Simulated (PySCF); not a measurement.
C9H9F3, SMILES CCc1cccc(C(F)(F)F)c1 (GFN2-xTB optimised geometry):

```
21

C     -2.120    -2.397    -1.510
C     -1.965    -1.940    -0.057
C     -1.209    -0.646     0.000
C     -1.875     0.574     0.001
C     -1.177     1.768     0.006
C      0.207     1.768     0.006
C      0.878     0.554     0.000
C      2.378     0.504     0.018
F      2.956     1.684    -0.244
F      2.872    -0.368    -0.881
F      2.858     0.107     1.215
C      0.179    -0.646     0.000
H     -2.668    -3.335    -1.555
H     -1.145    -2.541    -1.968
H     -2.662    -1.650    -2.086
H     -1.429    -2.707     0.505
H     -2.952    -1.813     0.390
H     -2.956     0.587     0.000
H     -1.710     2.707     0.010
H      0.761     2.694     0.008
H      0.722    -1.579    -0.002
```

Computed with CAM-B3LYP/def2-SVP (PySCF).

Q: What are the frontier orbital energies and the dipole moment?

A: HOMO-2 -11.15 eV, HOMO-1 -8.96 eV, HOMO -8.64 eV, LUMO 0.37 eV, LUMO+1 0.72 eV; dipole moment 3.09 D.

Meta-Löwdin charges at CAM-B3LYP/def2-SVP: C1 -0.28, C2 -0.16, C3 0.03, C4 -0.10, C5 -0.09, C6 -0.10, C7 -0.03, C8 0.75, F9 -0.27, F10 -0.27, F11 -0.27, C12 -0.11, H13 0.10, H14 0.10, H15 0.10, H16 0.10, H17 0.09, H18 0.10, H19 0.11, H20 0.12, H21 0.11.
